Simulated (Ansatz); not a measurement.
The cluster Si4Au3⁻. The state is a singlet with charge -1. Geometry r2SCAN-D4/def2-SVPD.

```xyz
7

Au    0.161    1.519    1.551
Au   -0.306   -1.667    1.360
Au   -2.111    0.322   -0.399
Si    1.619   -0.286    0.870
Si   -0.140    1.651   -0.846
Si    1.354   -0.101   -1.503
Si   -0.577   -1.437   -1.033
```

In the def2 sets Au takes a core potential; there is no spin–orbit coupling. The structure comes from a short search, and lower isomers may exist.

Q: Estimate the orbital energies around the gap (eV) in Ansatz with PBE-D4/def2-TZVPD, r2SCAN-D4/def2-TZVPD, PBE0-D4/def2-TZVPD, CAM-B3LYP-D4/def2-TZVPD, ωB97M-V/def2-TZVPD.

A: 
| orbital | PBE-D4/def2-TZVPD | r2SCAN-D4/def2-TZVPD | PBE0-D4/def2-TZVPD | CAM-B3LYP-D4/def2-TZVPD | ωB97M-V/def2-TZVPD |
| --- | --- | --- | --- | --- | --- |
| HOMO−9 | -3.94 | -4.25 | -5.44 | -6.75 | -7.82 |
| HOMO−8 | -3.70 | -3.98 | -5.04 | -6.32 | -7.36 |
| HOMO−7 | -3.70 | -3.98 | -5.04 | -6.32 | -7.32 |
| HOMO−6 | -3.57 | -3.87 | -5.03 | -6.30 | -7.32 |
| HOMO−5 | -2.21 | -2.40 | -2.95 | -3.89 | -4.54 |
| HOMO−4 | -2.20 | -2.39 | -2.94 | -3.88 | -4.53 |
| HOMO−3 | -1.91 | -1.98 | -2.53 | -3.41 | -4.11 |
| HOMO−2 | -1.55 | -1.69 | -2.22 | -3.12 | -3.78 |
| HOMO−1 | -1.40 | -1.53 | -2.11 | -3.01 | -3.71 |
| HOMO | -1.40 | -1.53 | -2.11 | -3.00 | -3.71 |
| LUMO | 1.03 | 1.16 | 1.60 | 2.28 | 2.84 |
| LUMO+1 | 1.11 | 1.23 | 1.74 | 2.53 | 3.12 |
| LUMO+2 | 1.12 | 1.23 | 1.75 | 2.53 | 3.13 |
| LUMO+3 | 1.39 | 1.49 | 2.03 | 2.85 | 3.50 |
| LUMO+4 | 1.39 | 1.50 | 2.04 | 2.85 | 3.50 |
| LUMO+5 | 1.58 | 1.67 | 2.23 | 3.12 | 3.77 |
